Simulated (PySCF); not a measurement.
MCd for M along the fifth-period p block

PBE0 with double-zeta basis sets in PySCF, for the lowest determinant that a PBE0 search found; no spin–orbit coupling. De refers to high-spin ground-configuration atoms. A positive dipole means M(−)Cd(+).

```
 M     basis  state (unpaired electrons)  Re (Å)  ωe (cm⁻¹)  De (eV)  μ (D)
In  def2-SVP               doublet (π ↑)   3.054       81.4     0.28   0.66
Sn  def2-SVP              triplet (π ↑↑)   2.834        121     0.61   2.22
Sb  def2-SVP         quartet (σ ↑, π ↑↑)   3.024       85.0     0.22   0.47
 I  def2-SVP               doublet (σ ↑)   2.706        171     1.29   3.13
```

The shortest bond is that of CdI (2.706 Å), the longest that of CdIn (3.054 Å).

The state changes along the series, so neighbouring rows are not always alike in their bonding.

Weak bonds: CdIn, CdSb. Basis-set superposition, not corrected here, can be much of De in a small basis, most of all at correlated wavefunction levels. Functionals without a dispersion term scatter widely for such bonds, and LDA overbinds them. These are scalar-relativistic numbers at best; spin–orbit coupling would shift them, the dissociation energy most. States were picked by a PBE0 search and need not be the measured ground states.
